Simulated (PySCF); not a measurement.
**Excitation energy of Cs by level of theory**

Cs [Xe] 6s1 (2S) → Cs [Xe] 5d1 (2D), as a difference of total energies. All numbers are calculated (PySCF 2.14, the spin-free X2C one-electron Hamiltonian (Gaussian nucleus), in aug-cc-pwCVTZ-X2C). Correlated levels: valence and next inner shell: [Kr] 4d10 frozen. The calculations carry no spin-orbit coupling.

```tsv
method	excitation energy (eV)
UHF	1.710
LDA	1.596
PBE	1.461
MP2 (valence and next inner shell)	1.847
SCS-MP2 (valence and next inner shell)	1.821
```

Task: Estimate what PBE0 gives.

Result: 1.508 eV, closest to PBE among the rows shown.

Task: Estimate what r2SCAN gives.

Result: 1.458 eV, closest to PBE among the rows shown.

Errors of the correlated levels include the incompleteness of this basis and the frozen core.

For comparison: 1.805 eV (measured; NIST levels, between the centres of gravity of the two terms).
